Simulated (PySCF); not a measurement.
Sn(Me)(Cl)3 (CH₃Cl₃Sn), SMILES [Sn]([CH3])([Cl])([Cl])[Cl]. The structure is a stationary point at PBE-D3(BJ)/def2-SVP. The isomer is the one that the SMILES or the coordinates give; other isomers of the formula were not compared. The def2 effective core potentials stand for the cores of Sn; spin–orbit coupling is left out.

Computed equilibrium geometry at PBE-D3(BJ)/def2-SVP (PySCF confirms it by a frequency run) as a Z-matrix, and its point group:
point group C3.
```
Sn
C 1 2.1509
H 2 1.1051 1 107.73
H 2 1.1051 3 111.15 1 -117.81
H 2 1.1051 3 111.15 4 -124.37
Cl 1 2.3597 2 111.67 3 -0.84
Cl 1 2.3597 2 111.67 3 -120.84
Cl 1 2.3597 2 111.67 3 119.16
```
Charge 0, spin multiplicity 1.
